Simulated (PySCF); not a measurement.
Compound: C₅H₆F₂O.
SMILES: `C1(=C)[C@H](C1)OC(F)F`

Torsions of this conformer, `[CH2:1]=[C:2]1[CH2:3][C@@H:4]1[O:5][CH:6]([F:7])[F:8]`: C3–C4–O5–C6 -149°, C4–O5–C6–F7 78°.

The closed-shell ground state was solved at several levels (PySCF, density fitting, gas phase, non-relativistic). Isolated species at its PBE0-D3(BJ)/def2-SVP geometry (one conformer only).

| level | basis functions | total energy (Eh) | HOMO (eV) | LUMO (eV) | gap (eV) | dipole (D) |
| --- | --- | --- | --- | --- | --- | --- |
| wB97X-D/def2-SVPD | 217 | -468.5066 | -9.80 | 1.22 | 11.02 | 2.82 |
| PBE0/pcSseg-1 | 166 | -468.4331 | -7.90 | -0.50 | 7.40 | 2.75 |
| mPW1PW91/pcSseg-1 | 166 | -468.8183 | -7.93 | -0.52 | 7.41 | 2.77 |

**Question.** Estimate the row for B3LYP/pcJ-1, a basis of 276 functions; the other rows only guide the guess.

**Answer.** Total energy -468.9851 Eh, HOMO -7.64 eV, LUMO -0.70 eV, gap 6.94 eV, dipole 2.73 D.

**Question.** Over all these levels, which gives the widest orbital gap and which the narrowest?

**Answer.** wB97X-D/def2-SVPD (range-separated hybrid) has the widest, 11.02 eV, and B3LYP/pcJ-1 (global hybrid, 20 % exact exchange) the narrowest, 6.94 eV. Functional and basis both differ between the two, so the spread mixes both effects.

**Question.** How far do the dipole and the HOMO energy spread over the levels?

**Answer.** The dipole runs from 2.73 to 2.82 D (mean 2.77 D) and the HOMO from -9.80 to -7.64 eV.

Note: wB97X-D ran without an empirical dispersion term, which enters the total energy and its gradient alone.
